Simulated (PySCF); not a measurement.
Two species compared at the same levels of theory.

First species: C4H12F2OSi2.
Structure used (GFN2-xTB), in Å, numbered top down from 1:
```xyz
21
C4H12F2OSi2 angstrom
C     -1.1597   -2.0812   -0.5358
Si    -0.8296   -0.3181    0.0989
C     -1.5475    0.9285   -1.1879
F     -0.8676    0.8028   -2.3911
C     -1.6692    0.0035    1.7874
F     -3.0420   -0.0628    1.6378
O      0.7193    0.0174    0.4401
C      1.8497    0.0303   -0.4285
Si     3.1081    1.2143    0.3759
H     -0.6156   -2.8184    0.0498
H     -2.2152   -2.3316   -0.4802
H     -0.8516   -2.1913   -1.5729
H     -1.4258    1.9720   -0.8845
H     -2.6007    0.7560   -1.4159
H     -1.4069   -0.7488    2.5320
H     -1.4516    0.9895    2.2009
H      1.5464    0.3504   -1.4262
H      2.2268   -0.9914   -0.5193
H      2.4918    2.5365    0.4791
H      4.3052    1.2623   -0.4665
H      3.4269    0.6973    1.7063
```

Second species: C₄H₇F₃O₃.
Z-matrix (Å and degrees, GFN2-xTB geometry), rows numbered from 1:
```
C 
O   1  1.4316
C   2  1.3378  1  116.43
F   3  1.4208  2  108.42  1    65.81
O   3  1.3453  2  113.23  1  -174.73
C   5  1.4317  3  116.00  2   -48.74
O   3  1.3826  2  111.82  1   -49.96
C   7  1.3655  3  116.22  2  -171.57
F   8  1.3443  7  110.90  3    99.82
F   8  1.3392  7  108.18  3  -144.31
H   1  1.0865  2  104.66  3  -176.33
H   1  1.0911  2  110.31  3   -57.48
H   1  1.0897  2  110.43  3    64.51
H   6  1.0897  5  110.37  3    63.98
H   6  1.0862  5  104.61  3  -176.82
H   6  1.0915  5  110.16  3   -57.97
H   8  1.1017  7  113.75  3   -22.80
```

Levels: PBE0/pcSseg-1 for dipole moment, HOMO energy, LUMO energy and HOMO–LUMO gap; GFN2-xTB for rotational constant A and rotational constant C. Geometries: GFN2-xTB. All species are isolated and taken at one optimised geometry, non-relativistic unless stated; the electronic structure was computed with PySCF and density fitting.

Dipoles, sizes and rotational constants follow the conformer. The torsions of the flexible species, by atom-mapped SMILES:
- `[CH3:1][Si:2]([CH2:3][F:4])([CH2:5][F:6])[O:7][CH2:8][SiH3:9]`: C1–Si2–C3–F4 -64°, C1–Si2–C5–F6 -64°, C1–Si2–O7–C8 62°, Si2–O7–C8–Si9 155°
- `[CH3:1][O:2][C:3]([F:4])([O:5][CH3:6])[O:7][CH:8]([F:9])[F:10]`: C1–O2–C3–F4 66°, O2–C3–O5–C6 -49°, O2–C3–O7–C8 -172°, C3–O7–C8–F9 100°

```csv
property,column X,column Y
dipole moment,1.35 D,3.11 D
HOMO energy,-7.84 eV,-8.92 eV
LUMO energy,0.46 eV,1.67 eV
HOMO–LUMO gap,8.30 eV,10.59 eV
rotational constant A,1.393 GHz,1.865 GHz
rotational constant C,0.531 GHz,0.802 GHz
```

Task: Which column belongs to which species?

Result: Column X is the first species and column Y the second. The first has 21 atoms and 90 electrons, the second 17 and 82.

Task: How does each property change from the first species to the second?

Result: dipole moment +1.76 D; HOMO energy -1.08 eV; LUMO energy +1.21 eV; HOMO–LUMO gap +2.29 eV; rotational constant A +0.472 GHz; rotational constant C +0.271 GHz.

On the first: The dipole equals about 4.5 × 10⁻³⁰ C·m (1 D = 3.33564 × 10⁻³⁰ C·m).

On the second: A dipole of 3.11 D is allowed in C1, and pure rotational transitions are dipole-allowed. In atomic units the dipole is 1.22 e·bohr (1 au = 2.5417 D).
